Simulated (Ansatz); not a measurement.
`FC[SiH](F)[SiH3]` → `FC[SiH3]` + `F[SiH]` at 298.15 K and 1 bar (silylene formation by 1,1-elimination).

Computed with Ansatz on PBE0-D4/def2-TZVP structures; ΔE is electronic, products minus reactants. CCSD(T)/CBS adds triple-zeta CCSD(T) − MP2 to the extrapolated MP2 energy (def2 sets, frozen cores). This one scheme is used for every species. One conformer a species, not always the lowest.

| species | CCSD(T)/CBS energy (Eh) | H − E (kJ/mol) | S (J/(mol·K)) |
| --- | --- | --- | --- |
| `FC[SiH](F)[SiH3]` | -819.44559 | 198.1 | 376.2 |
| `FC[SiH3]` | -429.90570 | 157.3 | 287.8 |
| `F[SiH]` | -389.46371 | 32.3 | 239.1 |

H − E and S are ideal-gas, rigid-rotor, harmonic terms from PBE0-D4/def2-TZVP, for one conformer and one mirror image of each species. 1 Eh = 2625.50 kJ/mol, R = 8.31446 J/(mol·K).

Problem. By hand: ΔE, ΔH, ΔS and ΔG.

Solution. ΔE = (-429.90570) + (-389.46371) − (-819.44559) = 0.07618 Eh = 200.0 kJ/mol. Δ(H − E) = 157.3 + 32.3 − 198.1 = -8.5, so ΔH = 191.5 kJ/mol. ΔS = 287.8 + 239.1 − 376.2 = 150.7 J/(mol·K). ΔG = 191.5 − 298.15 × (150.7)/1000 = 146.6 kJ/mol.

Problem. By hand: the equilibrium constant, and the temperature at which ΔG would vanish if ΔH and ΔS stayed fixed.

Solution. log₁₀ K = −ΔG/(RT ln 10) = -25.7. ΔG = 0 at ΔH/ΔS = 1271 K.

The number of gas molecules changes by +1, which sets the sign of ΔS. A doubt of 5 kJ/mol in ΔE shifts log₁₀ K by 0.9 here. Other conformers and mirror images would add mixing entropy, several J/(mol·K) or more a flexible species. Modes under 60 cm⁻¹, often nearly free rotors, make the harmonic entropy too high. These are equilibria of isolated gas molecules and say nothing of rates. Largest T1 diagnostic: 0.015 (customary marks: 0.02 for closed shells, 0.045 for open ones).
